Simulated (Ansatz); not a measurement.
## Strength of the In–H bond: InH(CH3)Cl → In(CH3)Cl + H

Species: InH(CH3)Cl, singlet; In(CH3)Cl, doublet; H atom, doublet. 

Shapes, held fixed at every level: PBE0-D4/def2-TZVP. Programs: Ansatz 0.2.0. The zero-point and thermal change to 298 K, harmonic and unscaled (PBE0-D4/def2-TZVP), is -13.4 kJ/mol.

```json
{"level": "r2SCAN-D4/def2-TZVPP", "kind": "meta-GGA", "ΔH(298 K) (kJ/mol)": "+271.6", "less CCSD(T)/def2-TZVPP": "-15.6"}
{"level": "B3LYP-D4/def2-TZVPP", "kind": "global hybrid", "ΔH(298 K) (kJ/mol)": "+272.0", "less CCSD(T)/def2-TZVPP": "-15.2"}
{"level": "wB97X-V/def2-TZVPP", "kind": "range-separated hybrid", "ΔH(298 K) (kJ/mol)": "+294.2", "less CCSD(T)/def2-TZVPP": "+7.0"}
{"level": "B2PLYP/def2-TZVPP", "kind": "double hybrid", "ΔH(298 K) (kJ/mol)": "+275.5", "less CCSD(T)/def2-TZVPP": "-11.7"}
{"level": "MP2/def2-SVP", "kind": "perturbation theory", "ΔH(298 K) (kJ/mol)": "+267.1", "less CCSD(T)/def2-TZVPP": "-20.1"}
{"level": "CCSD(T)/def2-SVP", "kind": "coupled cluster or CI", "ΔH(298 K) (kJ/mol)": "+274.0", "less CCSD(T)/def2-TZVPP": "-13.2"}
{"level": "CCSD/def2-TZVPP", "kind": "coupled cluster or CI", "ΔH(298 K) (kJ/mol)": "+286.4", "less CCSD(T)/def2-TZVPP": "-0.8"}
{"level": "CCSD(T)/def2-TZVPP", "kind": "coupled cluster or CI", "ΔH(298 K) (kJ/mol)": "+287.2", "less CCSD(T)/def2-TZVPP": "0.0"}
```

The highest level, CCSD(T)/def2-TZVPP, gives ΔH(298 K) = +287.2 kJ/mol; the levels span +267.1 to +294.2. The column of differences is taken from that level and isn't an error. No measured value is set beside it here. Open shells run unrestricted unless RO is named. For atoms past krypton def2 sets carry core potentials with scalar relativity. Correlated rows may include outer-core shells of In, which these sets cover unevenly.
